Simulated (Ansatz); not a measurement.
`[F][GeH]([Cl])[Br]` + `[SiH3]`• → `[F][Ge]([Cl])[Br]`• + SiH₄ at 298.15 K and 1 bar (hydrogen abstraction from a Ge–H bond).

Gas-phase electronic energies from Ansatz, PBE0-D4/def2-TZVP geometries. CBS: MP2 limit from def2 TZ/QZ plus the TZ coupled-cluster correction, frozen cores. This one scheme is used for every species. Open shells (•) are unrestricted, without spin–orbit coupling. For Br, Ge outer-core shells are correlated without core-valence functions, which leaves a few kJ/mol of doubt a bond. Scalar relativity is left out up to krypton.

| species | CCSD(T)/CBS energy (Eh) | H − E (kJ/mol) | S (J/(mol·K)) |
| --- | --- | --- | --- |
| `[F][GeH]([Cl])[Br]` | -5209.72032 | 51.0 | 338.9 |
| `[SiH3]`• | -290.80808 | 66.0 | 217.1 |
| `[F][Ge]([Cl])[Br]`• | -5209.07937 | 28.4 | 345.5 |
| SiH₄ | -291.46306 | 92.1 | 204.8 |

H − E and S are ideal-gas, rigid-rotor, harmonic terms from PBE0-D4/def2-TZVP, for one conformer and one mirror image of each species, with the whole ground term of open shells counted as degenerate. 1 Eh = 2625.50 kJ/mol, R = 8.31446 J/(mol·K).

Question: By hand: ΔE, ΔH, ΔS and ΔG.

Answer: ΔE = (-5209.07937) + (-291.46306) − (-5209.72032) − (-290.80808) = -0.01403 Eh = -36.8 kJ/mol. Δ(H − E) = 28.4 + 92.1 − 51.0 − 66.0 = 3.5, so ΔH = -33.3 kJ/mol. ΔS = 345.5 + 204.8 − 338.9 − 217.1 = -5.7 J/(mol·K). ΔG = -33.3 − 298.15 × (-5.7)/1000 = -31.6 kJ/mol.

Question: By hand: the equilibrium constant, and the temperature at which ΔG would vanish if ΔH and ΔS stayed fixed.

Answer: log₁₀ K = −ΔG/(RT ln 10) = 5.5. ΔG = 0 at ΔH/ΔS = 5842 K, far beyond where these terms or the molecules hold.

The number of gas molecules stays the same, so ΔS is small and ΔH decides. A doubt of 5 kJ/mol in ΔE shifts log₁₀ K by 0.9 here. Other conformers and mirror images would add mixing entropy, several J/(mol·K) or more a flexible species. These are equilibria of isolated gas molecules and say nothing of rates. Largest T1 diagnostic: 0.015 (customary marks: 0.02 for closed shells, 0.045 for open ones).
